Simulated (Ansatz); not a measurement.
`FCN[SiH2]F` + `OB(O)[SiH3]` → `OB([SiH3])OCF` + `N[SiH2]F`  (substitution at a C–N bond)

Program: Ansatz. Geometries: PBE0-D4/def2-TZVP. ΔE: electronic, gas phase. CBS: MP2 limit from def2 TZ/QZ plus the TZ coupled-cluster correction, frozen cores. DFT in def2-TZVPP. One conformer a species, not always the lowest.

`FCN[SiH2]F`:

Z-matrix (Å, degrees):
```
C
N 1 1.410
F 1 1.393 2 112.4
H 1 1.093 2 109.9 3 -118.8
H 1 1.093 2 111.3 3 119.0
Si 2 1.710 1 124.8 3 86.1
H 2 1.009 1 113.9 3 -76.5
F 6 1.598 2 114.5 1 -81.6
H 6 1.479 2 107.1 1 36.6
H 6 1.478 2 107.8 1 160.4
```

`OB(O)[SiH3]`:

Cartesian coordinates in Å:
```
O -1.604 0.577 -0.281
B -0.246 0.466 -0.249
O 0.609 1.395 -0.765
Si 0.577 -1.177 0.621
H -1.950 1.372 -0.699
H 0.200 2.167 -1.169
H -0.462 -2.135 1.087
H 1.470 -1.884 -0.339
H 1.405 -0.780 1.794
```

`OB([SiH3])OCF`:

Z-matrix (Å, degrees):
```
Si
B 1 2.030
H 1 1.487 2 111.9
H 1 1.490 2 110.2 3 120.7
H 1 1.490 2 110.2 3 -120.9
O 2 1.381 1 116.7 3 178.6
O 2 1.354 1 120.2 3 -1.7
C 6 1.376 2 123.0 1 168.4
H 7 0.964 2 114.7 1 171.3
F 8 1.385 6 111.0 2 57.4
H 8 1.090 6 108.6 2 175.4
H 8 1.096 6 111.5 2 -61.3
```

`N[SiH2]F`:

Cartesian coordinates in Å:
```
N -0.089 -0.903 0.523
Si 0.024 0.500 -0.422
F 0.459 1.817 0.384
H 0.726 -1.416 0.814
H -0.876 -1.077 1.126
H -1.314 0.793 -0.981
H 1.071 0.288 -1.445
```

```csv
level,ΔE (kJ/mol),difference from CCSD(T)/CBS
PBE0-D4,11.3,2.1
B2PLYP,9.2,0.0
PBE0,11.4,2.2
SCS-MP2/def2-TZVPP,9.7,0.5
CCSD/def2-TZVPP,8.4,-0.8
CCSD(T)/def2-TZVPP,8.4,-0.8
HF/def2-QZVPP,3.4,-5.8
SCS-MP2/def2-QZVPP,10.3,1.1
HF/CBS(def2),3.4,-5.8
MP2/CBS(def2),12.3,3.1
CCSD(T)/CBS,9.2,0
```

Largest T1 diagnostic among the species: 0.014.

In def2-TZVPP, CCSD(T) changes the Hartree–Fock value by +5.1 kJ/mol (the triples alone add −0.0 kJ/mol) and MP2 by +8.2 kJ/mol.
